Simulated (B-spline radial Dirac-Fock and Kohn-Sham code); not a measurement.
Dipole and non-dipole photoemission parameters of Os⁺ 3d5/2

System: osmium as Os⁺, [Xe] 4f14 5d6 6s1; threshold 1978.7 eV (orbital energy of the model). The computed values come from an atomic code on a B-spline grid: Dirac-Hartree-Slater photoionisation with a Latter tail; cross sections with all multipoles, angular parameters from the dipole term and its interference with E2.

```
hν (eV)  σ (kb)      β       γ       δ
   2070     541  0.407  -0.054  -0.002
   2480     348  0.809  -0.214  -0.010
   4000    91.3  1.206   0.159   0.063
   4720    55.5  1.228   0.377   0.083
   4950    48.0  1.229   0.442   0.088
 5414.7    36.3  1.226   0.566   0.099
 8047.8       ?      ?       ?       ?
  11200    3.28  1.044   1.565   0.223
  12700    2.11  0.997   1.726   0.254
  12900    2.00  0.991   1.746   0.258
  15000    1.16  0.931   1.931   0.301
```

Q: Give the values at Cu Kα (8047.8 eV).

A: σ = 10.1 kb, β = 1.154, γ = 1.126, δ = 0.156.
